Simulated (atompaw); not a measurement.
**u(r) = r·R(r): atom against pseudo-atom (gold)**

Columns: radius, all-electron u(r) and pseudo u(r) of the 4f shell (level -84.16 eV) of gold in the configuration [Kr] 4d10 4f14 5s2 5p6 5d9 6s2 6p0; PBE, scalar-relativistic, PAW (atompaw) scheme, atompaw 4.2.0.5.

```json
{"r (bohr)": "0.085", "all-electron": "0.1636", "pseudo": "0.0117"}
{"r (bohr)": "0.169", "all-electron": "0.7259", "pseudo": "0.1489"}
{"r (bohr)": "0.254", "all-electron": "1.2210", "pseudo": "0.5351"}
{"r (bohr)": "0.338", "all-electron": "1.4360", "pseudo": "1.0250"}
{"r (bohr)": "0.423", "all-electron": "1.4305", "pseudo": "1.3230"}
{"r (bohr)": "0.508", "all-electron": "1.3039", "pseudo": "1.3022"}
{"r (bohr)": "0.592", "all-electron": "1.1324", "pseudo": "1.1325"}
{"r (bohr)": "0.677", "all-electron": "0.9524", "pseudo": "0.9524"}
{"r (bohr)": "0.762", "all-electron": "0.7858", "pseudo": "0.7858"}
{"r (bohr)": "0.846", "all-electron": "0.6416", "pseudo": "0.6416"}
{"r (bohr)": "0.931", "all-electron": "0.5180", "pseudo": "0.5180"}
{"r (bohr)": "1.015", "all-electron": "0.4166", "pseudo": "0.4166"}
{"r (bohr)": "1.100", "all-electron": "0.3328", "pseudo": "0.3328"}
{"r (bohr)": "1.185", "all-electron": "0.2650", "pseudo": "0.2650"}
{"r (bohr)": "1.269", "all-electron": "0.2111", "pseudo": "0.2111"}
{"r (bohr)": "1.354", "all-electron": "0.1675", "pseudo": "0.1675"}
{"r (bohr)": "1.438", "all-electron": "0.1333", "pseudo": "0.1333"}
{"r (bohr)": "1.523", "all-electron": "0.1057", "pseudo": "0.1057"}
{"r (bohr)": "1.608", "all-electron": "0.0838", "pseudo": "0.0838"}
{"r (bohr)": "1.692", "all-electron": "0.0667", "pseudo": "0.0667"}
{"r (bohr)": "1.777", "all-electron": "0.0530", "pseudo": "0.0530"}
{"r (bohr)": "1.862", "all-electron": "0.0421", "pseudo": "0.0421"}
{"r (bohr)": "1.946", "all-electron": "0.0335", "pseudo": "0.0335"}
{"r (bohr)": "2.031", "all-electron": "0.0267", "pseudo": "0.0267"}
{"r (bohr)": "2.115", "all-electron": "0.0213", "pseudo": "0.0213"}
{"r (bohr)": "2.200", "all-electron": "0.0170", "pseudo": "0.0170"}
```

Question: How many radial nodes do the two functions have?

Answer: The all-electron 4f function has n − l − 1 = 0; the pseudo-wave has 0.

Question: At about which radius was the pseudo-wave matched?

Answer: 0.60 bohr, where the columns begin to agree (steps of 0.08 bohr).

Question: Where does each function peak?

Answer: Outermost all-electron maximum near 0.34 bohr, pseudo maximum near 0.42 bohr (to the table’s step).

Question: Is the pseudo-wave norm-conserving?

Answer: No, it belongs to a PAW set: the norm inside the radius is not constrained, and the difference is carried by the augmentation charge.
